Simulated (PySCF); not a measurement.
Trends in electronic spectra. Method: PySCF, TDDFT B3LYP/def2-SVPD, vertical, gas phase, core orbitals frozen in the response. Geometries: GFN2-xTB; one conformer of each isolated species. Triplets are in the Tamm–Dancoff approximation.

Question: Rank by computed lowest singlet excitation energy, lowest first.
A. `CC1=CN=NS1`
B. `Clc1cocp1`
C. `CS[SiH2]C1=CCC1`
D. `Cl/C=C/[SiH2]C#N`

Answer: A (3.96 eV), C (4.90 eV), B (5.04 eV), D (6.13 eV).

| SMILES | S1 (eV) | LUMO (eV) | α (au) | f (S1) | HOMO (eV) | first f ≥ 0.01 (nm) | S1 mainly |
| --- | --- | --- | --- | --- | --- | --- | --- |
| Cc1cnns1 | 3.96 | -1.72 | 65.2 | 0.002 | -7.02 | 219 | H→L (100%) |
| CS[SiH2]C1=CCC1 | 4.90 | -0.64 | 105.9 | 0.004 | -6.43 | 200 | H→L (99%) |
| Clc1cocp1 | 5.04 | -1.46 | 73.1 | 0.030 | -7.03 | 246 | H→L (57%) |
| N#C[SiH2]/C=C/Cl | 6.13 | -1.55 | 82.0 | 0.275 | -7.98 | 202 | H→L (77%) |

H and L stand for HOMO and LUMO.

Mean S1 by what the SMILES shows (count): a double or triple bond but no aromatic ring 5.51 eV (2); an aromatic ring 4.50 eV (2).

- `Cc1cnns1`: Löwdin shares by element: HOMO nitrogen 74%, sulfur 14%, carbon 7% or more; LUMO nitrogen 40%, sulfur 25%, carbon 21% or more.
- `CS[SiH2]C1=CCC1`: Löwdin shares by element: HOMO sulfur 70%, carbon 10% or more, silicon 8%; LUMO carbon 57% or more, silicon 14%, hydrogen 5% or more (atoms not listed hold the other 25%).
- `Clc1cocp1`: Löwdin shares by element: HOMO carbon 64%, phosphorus 15% (atoms not listed hold the other 21%); LUMO carbon 39% or more, phosphorus 36%, oxygen 16%.
- `N#C[SiH2]/C=C/Cl`: Löwdin shares by element: HOMO carbon 54% or more, chlorine 35%; LUMO carbon 60% or more, chlorine 10%, silicon 10% (atoms not listed hold the other 20%).
